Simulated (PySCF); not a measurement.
CH₄I₂OSi, SMILES C[Si](O)(I)I. Heavy atoms are numbered as in [CH3:1][Si:2]([OH:3])([I:4])[I:5]. Hydrogens are named by the atom that carries them.

Geometry optimised at B3LYP-D3(BJ)/def2-SVP. This is a generated structure with no PubChem entry under its InChIKey; it may be hypothetical. The def2 effective core potentials stand for the cores of I; spin–orbit coupling is left out. One conformer was computed; it need not be the lowest.

Calculation: PBE/def2-TZVP (PySCF).

ESP charges are fitted to the potential on shells at 1.4 to 2.0 van der Waals radii. Atomic charges (e), one atom of each kind:

```tsv
atom	Löwdin	ESP fit
C1 (CH3)	-0.44	-0.57
Si2	-0.40	0.18
O3 (OH)	-0.08	-0.42
I4	0.15	-0.09
H on C1	0.14	0.21
H on O3	0.18	0.37
```

Computed Mayer and Wiberg (Löwdin basis) orders of the bonds:
```tsv
bond	Mayer	Wiberg
C1–Si2	1.02	1.24
Si2–O3	1.29	1.71
Si2–I4	1.11	1.58
Si2–I5	1.11	1.58
```
